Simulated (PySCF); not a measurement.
# Excitation energy of Ar+ by level of theory

Ar+ [Ne] 3s2 3p5 (2P) → Ar+ [Ne] 3s2 3p4 4s1 (4P), as a difference of total energies. Calculation: PySCF 2.14, in dyall-av2z; the non-relativistic Hamiltonian (point nucleus). Correlated levels: valence: [Ne] frozen; virtual orbitals above 40 to 60 times the deepest correlated orbital energy dropped. The calculations carry no spin-orbit coupling.

```tsv
method	excitation energy (eV)	error (eV)
UHF	16.086	-0.562
MP2 (valence)	16.426	-0.222
SCS-MP2 (valence)	16.519	-0.129
CCSD (valence)	16.350	-0.298
CCSD(T) (valence)	16.345	-0.303
CCSDT (valence)	16.342	-0.306
```

Reference: 16.648 eV (measured; NIST levels, between the centres of gravity of the two terms).

Errors of the correlated levels include the incompleteness of this basis and the frozen core.
